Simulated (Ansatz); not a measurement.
Z-matrix (Å, degrees):
```
Si
C 1 1.898
H 1 1.481 2 108.2
H 1 1.483 2 107.4 3 -119.9
H 1 1.484 2 108.4 3 120.5
Cl 2 1.775 1 109.0 3 -176.7
Cl 2 1.782 1 108.7 3 -56.3
Te 2 2.168 1 111.1 3 59.2
H 8 1.660 2 92.4 1 65.3
```

Charge 0, multiplicity 1. Te: def2 effective core potential.

Task: List the PBE0/def2-TZVPP orbital energies in eV (the Gaussian-basis code of Ansatz). (Best estimate.)

Result: Ansatz gave: Occupied: -2768.12, -2768.00, -1803.01, -282.07, -259.93, -259.81, -198.28, -198.16, -198.04, -198.03, -197.92, -197.91, -172.42, -145.36, -121.44, -121.32, -121.08, -100.03, -100.00, -100.00, -44.66, -44.62, -44.39, -44.29, -44.26, -25.48, -23.40, -19.21, -17.09, -15.13, -13.07, -12.22, -11.92, -10.40, -10.33, -9.97, -9.38, -9.27, -8.94, -7.95, -6.68. Lowest empty: -1.72, -0.41, 0.02, 0.27, 0.63, 1.36, 1.49, 1.73.
